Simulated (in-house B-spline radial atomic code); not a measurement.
Ba²⁺. Computed with a B-spline radial atomic code. Model: all-electron spherical atom, spin shells full or empty, radial basis limit, no spin-orbit coupling, Breit or QED, empty-state partial waves extrapolated as (l+1/2)^-4, RPA, G0W0 and static COHSEX of the highest shell as one setting changes (uncorrelated shells keep exact exchange).

Given: element Ba; charge 2; filled core Kr; hamiltonian one-electron scalar X2C; mean-field start PBE; highest l of empty states 9; nuclear rms radius 4.8378 fm; highest mean-field shell 5p.

Shell: 4d 5 5, 5s 1 1, 5p 3 3 (electrons up and down).

| natural log step of frequency grid | RPA correlation energy (hartree) | G0W0 level (eV) | G0W0 minus most complete (meV) | RPA minus most complete (millihartree) | linearised minus solved G0W0 (meV) |
| --- | --- | --- | --- | --- | --- |
| 0.25 | -4.3416 | -36.526 | 0 | 0 | -36.6 |
| 0.4 | -4.3416 | -36.526 | 0 | 0 | -36.6 |
| 0.6 | ? | ? | ? | ? | ? |
| 0.9 | ? | ? | ? | ? | ? |
| 1.3 | -4.3439 | -36.527 | -1.3 | -2.3 | -36.2 |
| 1.8 | -4.3305 | -36.51 | 16.1 | 11.1 | -33.2 |
| 2.5 | -4.4084 | -36.442 | 84.7 | -66.8 | -27.8 |
| 3.5 | -4.5003 | -36.416 | 109.9 | -158.7 | -29.3 |

**Question.** What follows for natural log step of frequency grid = 0.9?

**Answer.** RPA correlation energy -4.3416 hartree; G0W0 level -36.526 eV; G0W0 minus most complete -0.1 meV; RPA minus most complete 0 millihartree; linearised minus solved G0W0 -36.7 meV.

**Question.** What follows for natural log step of frequency grid = 0.6?

**Answer.** RPA correlation energy -4.3416 hartree; G0W0 level -36.526 eV; G0W0 minus most complete 0 meV; RPA minus most complete 0 millihartree; linearised minus solved G0W0 -36.6 meV.
